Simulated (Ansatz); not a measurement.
`[CH3][In]([NH2])[O][SiH3]` + `SS` → `[SiH3]SS` + `[CH3][In]([NH2])[OH]`  (ligand exchange at the Si–O bond)

Calculated with Ansatz (gas phase, PBE0-D4/def2-TZVP geometries, no zero-point term in ΔE). CCSD(T)/CBS adds triple-zeta CCSD(T) − MP2 to the extrapolated MP2 energy (def2 sets, frozen cores). This one scheme is used for every species. def2 core potentials past Kr. For In outer-core shells are correlated without core-valence functions, which leaves a few kJ/mol of doubt a bond. One conformer a species, not always the lowest.

`[CH3][In]([NH2])[O][SiH3]`:

Z-matrix (Å, degrees):
```
C
In 1 2.121
H 1 1.089 2 111.4
H 1 1.090 2 108.6 3 -120.9
H 1 1.090 2 109.0 3 120.9
N 2 2.006 1 137.1 3 -0.6
O 2 2.004 1 114.6 3 172.0
H 6 1.008 2 120.4 1 -28.7
H 6 1.010 2 116.9 1 -166.8
Si 7 1.617 2 136.8 1 179.1
H 10 1.492 7 111.6 2 110.5
H 10 1.491 7 111.0 2 -129.2
H 10 1.499 7 112.0 2 -9.5
```

`SS`:

Cartesian coordinates in Å:
```
S 1.086 0.261 -0.137
S -0.494 -0.979 0.250
H 0.582 0.901 -1.210
H -1.174 -0.183 1.097
```

`[SiH3]SS`:

```xyz
7

Si   -0.278   -0.725    0.647
S    -0.989    0.348   -1.067
S     0.340    1.924   -0.951
H    -0.370    0.124    1.859
H     1.129   -1.146    0.434
H    -1.156   -1.918    0.778
H     1.325    1.394   -1.700
```

`[CH3][In]([NH2])[OH]`:

```xyz
10

C     0.767   -1.247   -1.235
In    0.047    0.063    0.280
N    -1.519    1.342    0.273
O     0.914   -0.046    2.075
H     1.400   -2.006   -0.778
H    -0.066   -1.726   -1.750
H     1.352   -0.686   -1.964
H    -1.554    2.066    0.974
H    -1.856    1.709   -0.605
H     0.514    0.530    2.729
```

| species | MP2/def2-QZVPP energy (Eh) |
| --- | --- |
| `[CH3][In]([NH2])[O][SiH3]` | -651.45373 |
| `SS` | -796.66350 |
| `[SiH3]SS` | -1086.93494 |
| `[CH3][In]([NH2])[OH]` | -361.16152 |

Work out ΔE.

ΔE = (-1086.93494) + (-361.16152) − (-651.45373) − (-796.66350) = 0.02077 Eh = +54.5 kJ/mol. CCSD(T)/CBS gives +55.3 kJ/mol.

Largest T1 diagnostic among the species: 0.015.

At CCSD(T), def2-SVP lies +6.8 kJ/mol from the extrapolated value and def2-TZVPP +3.6 kJ/mol. From BLYP to BHLYP (50 % exact exchange), in def2-TZVPP and without D4, ΔE moves by +14.0 kJ/mol. Leaving LDA and LC-ωPBE aside and taking each functional with its dispersion term where it has one, the values, not all of them listed here, spread over 28.2 kJ/mol, from revPBE-D4 to BHLYP-D4. LDA lies +3.4 kJ/mol from PBE without D4.
